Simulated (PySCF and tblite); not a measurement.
The numbers below are computed, except where a source is named.
## Dynamics report: rotation

System: C4H7NO2, numbered as in [CH3:1][O:2]/[CH:3]=[CH:4]/[NH:5][CH:6]=[O:7].

Motion: rotation about the C4–N5 bond (torsion C3–C4–N5–C6 from -180° to 0°, rising). Geometries: B3LYP-D3(BJ)/def2-SVP; energies: BHandHLYP/pcSseg-1 + D3(BJ); zero-point and thermal terms from GFN2-xTB harmonic modes (soft modes blended into free rotors). Rate constants are transition-state-theory values, counting equivalent paths, without tunnelling. Run with tblite and PySCF.

| point | symmetry | E(GFN2) kcal/mol | E(DFT) kcal/mol | ZPE change kcal/mol | lowest mode cm⁻¹ | dipole D |
| --- | --- | --- | --- | --- | --- | --- |
| start | Cs | 0.0 | 0.0 | 0.00 | 82 | 2.72 |
| saddle | C1 | 5.9 | 3.0 | -0.54 | 101i | 4.00 |
| end | Cs | 2.1 | 1.1 | 0.04 | 53 | 5.03 |

```json
{
 "Electronic barrier": "3.0 kcal/mol",
 "Barrier with zero-point energy": "2.4 kcal/mol",
 "ΔH‡ (298 K)": "2.1 kcal/mol",
 "ΔS‡ (298 K, symmetry apart)": "-2.5 cal/(mol K)",
 "Paths": "2 equivalent paths",
 "End point": "a different minimum",
 "Mean lifetime of the start against this motion at 298 K": "9.6 ps",
 "Cost": "13 min on 1 thread of AMD EPYC, on a host shared with other jobs (rough), peak memory 0.82 GiB, launched as `OMP_NUM_THREADS=1 python ens_run.py task.json out`"
}
```

```json
{"T/K": "150", "ΔG‡ kcal/mol": "2.6", "k s⁻¹": "1.1×10⁹", "ΔG kcal/mol": "1.2", "k back s⁻¹": "5.6×10¹⁰"}
{"T/K": "200", "ΔG‡ kcal/mol": "2.6", "k s⁻¹": "1.1×10¹⁰", "ΔG kcal/mol": "1.2", "k back s⁻¹": "2.1×10¹¹"}
{"T/K": "250", "ΔG‡ kcal/mol": "2.7", "k s⁻¹": "4.2×10¹⁰", "ΔG kcal/mol": "1.2", "k back s⁻¹": "4.8×10¹¹"}
{"T/K": "298", "ΔG‡ kcal/mol": "2.8", "k s⁻¹": "1×10¹¹", "ΔG kcal/mol": "1.2", "k back s⁻¹": "8.3×10¹¹"}
{"T/K": "350", "ΔG‡ kcal/mol": "3.0", "k s⁻¹": "2.1×10¹¹", "ΔG kcal/mol": "1.2", "k back s⁻¹": "1.3×10¹²"}
{"T/K": "400", "ΔG‡ kcal/mol": "3.1", "k s⁻¹": "3.5×10¹¹", "ΔG kcal/mol": "1.3", "k back s⁻¹": "1.7×10¹²"}
{"T/K": "500", "ΔG‡ kcal/mol": "3.3", "k s⁻¹": "7.3×10¹¹", "ΔG kcal/mol": "1.3", "k back s⁻¹": "2.7×10¹²"}
```

ΔG and ΔG‡ leave out symmetry numbers and mirror images; rates count paths: 2 out, 2 back.
